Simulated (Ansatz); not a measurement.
`O=COC(F)[SiH3]` and `O=COC[SiH3]` differ in one atom or group.

Ansatz, PBE0-D4/def2-TZVP geometries, multiplicity 1. Each molecule was computed in one conformer, which needn't be the lowest.

| property | `O=COC(F)[SiH3]` |
| --- | --- |
| LUMO energy (B3LYP/def2-TZVPP) / eV | -0.81 |
| HOMO–LUMO gap (ωB97M-V/def2-TZVPP) / eV | 12.83 |
| HOMO–LUMO gap (B3LYP/def2-TZVPP) / eV | 7.65 |
| LUMO energy (PBE/def2-TZVPP) / eV | -1.69 |
| HOMO energy (ωB97M-V/def2-TZVPP) / eV | -11.08 |
| HOMO–LUMO gap (PBE0/def2-TZVPP) / eV | 8.19 |

Question: Give the same properties after the change, and the shifts. (Best estimate.)

Answer: The calculation gave: 
```json
{"property": "LUMO energy (B3LYP/def2-TZVPP) / eV", "`O=COC[SiH3]`": "-0.32", "shift": "0.49"}
{"property": "HOMO–LUMO gap (ωB97M-V/def2-TZVPP) / eV", "`O=COC[SiH3]`": "12.74", "shift": "-0.09"}
{"property": "HOMO–LUMO gap (B3LYP/def2-TZVPP) / eV", "`O=COC[SiH3]`": "7.84", "shift": "0.19"}
{"property": "LUMO energy (PBE/def2-TZVPP) / eV", "`O=COC[SiH3]`": "-1.17", "shift": "0.52"}
{"property": "HOMO energy (ωB97M-V/def2-TZVPP) / eV", "`O=COC[SiH3]`": "-10.71", "shift": "0.37"}
{"property": "HOMO–LUMO gap (PBE0/def2-TZVPP) / eV", "`O=COC[SiH3]`": "8.39", "shift": "0.20"}
```

With PBE0 the HOMO rises by 0.29 eV and the LUMO rises by 0.50 eV, so the gap widens by about 0.21 eV. PBE moves the HOMO by 0.34 eV and ωB97M-V by 0.37 eV.

B3LYP here is the variant with VWN-RPA as its local correlation; programs differ in this.
